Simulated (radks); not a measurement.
Values are calculated unless marked as measured or tabulated.
Effect of the nuclear size on neutral vanadium, [Ar] 3d3 4s2. Level of theory: Dirac Kohn-Sham, relativistic LDA (MacDonald-Vosko exchange, VWN5 correlation), spin-unpolarised, spherical densities, finite nucleus; open shells fill j = l - 1/2 first; Fermi nuclear charge, rms radius 3.6002 fm (a radial shooting solver on a logarithmic mesh with Libxc functionals). The rms radius is varied about that value; shifts are against it.

| rms radius (fm) | total energy shift (eV) | density at nucleus (e/bohr^3) | 1s1/2 shift (meV) | 2s1/2 shift (meV) | 3s1/2 shift (meV) |
|---|---|---|---|---|---|
| 3.1826 | -0.0129 | 9834 | -5.45 | -0.463 | -0.062 |
| 3.485 | -0.00372 | 9804 | -1.57 | -0.133 | -0.018 |
| 3.6002 | 0 | 9793 | 0.000 | 0.000 | 0.000 |
| 3.863 | 0.00892 | 9770 | 3.76 | 0.320 | 0.043 |
| 4.439 | 0.0306 | 9725 | 12.9 | 1.10 | 0.146 |

Slopes of the eigenvalues against <r^2> in GHz/fm^2, as finite differences over the two radii next to the reference (eigenvalue slopes, not the field-shift constants of lines): 1s1/2 464, 2s1/2 39.4, 3s1/2 5.26.
